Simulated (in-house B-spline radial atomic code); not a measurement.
The numbers below are computed, except where a source is named.
Building a PAW d channel for Zr, r_c = 1.36 bohr

Zr, [Kr] 4d2 5s2, non-relativistic PBE, spherical and spin-unpolarised, from a B-spline radial code for spherical atoms (atomic units; all potentials screened as in the neutral atom).

Two all-electron partial waves φ1, φ2 are integrated outwards at E1 = ε(4d) = -0.145624 and E2 = E1 + 1.5 hartree; φ1 is the bound orbital and φ2 has unit norm inside r_c = 1.356 bohr. Smooth partners are polynomials, r^3(a0 + a1 r² + a2 r⁴ + a3 r⁶), matched to φ and three derivatives at r_c, with no condition on the norm. The local potential is -16.3956 + (19.349) r² + (-10.1059) r⁴ + (2.00365) r⁶ inside 1.1102 bohr and the all-electron one outside.

| wave | φ(r_c) | φ'(r_c) | a0 | a1 | a2 | a3 |
| --- | --- | --- | --- | --- | --- | --- |
| 1 | 0.6741891 | 0.2072968 | 1.102039 | -0.8151905 | 0.252036 | -0.02973374 |
| 2 | 1.080049 | -1.621678 | 3.41823 | -3.081403 | 1.02557 | -0.1265221 |

Inside r_c the overlaps are <φi φj> = [[0.19839, 0.43907], [0.43907, 1.00000]] and, for the smooth waves, [[0.18702, 0.41114], [0.41114, 0.92779]]. With χj = (Ej − T − V_local) applied to smooth wave j, the program's quadrature gives the matrix B_ij = <smooth i, χj> as [[0.15091, 0.36331], [0.40521, 1.00331]].

(1) Check the match of the first wave, and find the augmentation charges q_ij.

(2) B isn't symmetric. Show that D_ij = B_ij + Ej q_ij is.

Solving (T + V_local + Σ p D p) ψ = E (1 + Σ p q p) ψ in a sphere of 9 bohr, whose wall lifts the free-atom level a little, gives these levels:

| all-electron | one projector | two projectors |
| --- | --- | --- |
| -0.145419 | -0.145419 | -0.145419 |
| 0.114758 | 0.114698 | 0.114757 |
| 0.417285 | 0.416822 | 0.417280 |
| 0.875254 | 0.873207 | 0.875247 |
| 1.471810 | 1.465220 | 1.471810 |

(3) What does the second projector gain?

Results:

(1) At r_c the four terms are 2.74774, -3.73730, 2.12462, -0.46088, which sum to 0.6742, φ1(r_c) to rounding. q_ij is the all-electron overlap less the smooth one: [[0.01137, 0.02793], [0.02793, 0.07221]]. The smooth first wave has a norm of 0.1870 inside r_c against 0.1984, and q11 > 0 puts back the missing charge.

(2) Integrating by parts gives B12 − B21 = (E1 − E2) q12: 0.36331 − (0.40521) = -0.04190, and −1.5 × (0.02793) = -0.04190. So D12 = 0.36331 + (1.354376)(0.02793) = 0.40114 and D21 = 0.40521 + (-0.145624)(0.02793) = 0.40114; D11 = 0.14925, D22 = 1.10111. The projectors, p = (B⁻¹)ᵀ χ, are dual to the smooth waves; det B = 0.0042, small beside B11 B22, as the two smooth waves look alike inside r_c.

(3) With one projector the errors are 0.00, -0.06, -0.46, -2.05, -6.59 millihartree. With two the errors are 0.00, 0.00, -0.01, -0.01, 0.00 millihartree. The scattering is exact at E1 and at E2 = 1.354, and over all levels compared the largest error is under 0.01 millihartree. The lowest eigenvalue of the overlap operator is 1 with one and 1 with two projectors. The smooth orbital alone needs a cutoff of 13.7 hartree for 1 millihartree of kinetic energy, against 24.8 for a norm-conserving Troullier-Martins orbital of the same radius; part of the gain comes from giving up the norm, part from the simpler form.
